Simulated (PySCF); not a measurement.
Computed XPS line lists of a few unrelated compounds.

Level of theory: PySCF, delta-SCF UKS SCAN, pcX-2 on the ionised atom, pcseg-1 elsewhere, spin-free X2C. Geometries: GFN2-xTB; isolated species, one conformer each.

Line lists (1s up to Mg, 2p3/2 beyond; areas count atoms within a level, one atom standing for each set equivalent by bonding):
1. N 1s: 426.03 eV; O 1s: 558.26 eV
2. C 1s: 290.36 (area 1), 291.41 (area 1), 293.61 (area 1), 295.24 (area 1) eV; F 1s: 693.61 (area 1), 694.21 (area 1), 694.28 (area 1) eV
3. C 1s: 284.62 (area 1), 284.83 (area 1), 286.55 (area 1) eV; P 2p3/2: 130.20 (area 1), 130.26 (area 1), 130.46 (area 1) eV

Structures:
A. `Cc1ppc[p-]1`
B. `C=CC(F)=C(F)F`
C. `[O+]#N`

Match each list to its structure.

- 1 = C: no other candidate has this set of levels. N 1s: 426.03 nitrogen bonded to O; O 1s: 558.26 oxygen bonded to N.
- 2 = B: no other candidate has this set of levels. C 1s: 290.36 terminal =CH2 carbon, 291.41 alkene CH carbon, 293.61 vinylic C–F carbon, 295.24 =CF2 carbon; F 1s: 693.61 vinyl fluorine, 694.21 vinyl fluorine, 694.28 vinyl fluorine.
- 3 = A: no other candidate has this set of levels. C 1s: 284.62 aromatic CH carbon, 284.83 substituted aromatic carbon, 286.55 benzylic-type carbon; P 2p3/2: 130.20 phosphorus bonded to C and P, 130.26 phosphorus bonded to C and P, 130.46 phosphorus bonded to 2 C.

Spin–orbit and ligand-field terms were added within each 2p shell after the spin-free SCF. 1 of these hole states is spin-contaminated (⟨S²⟩ 0.86, against 0.75; counted from 0.85) and less certain.
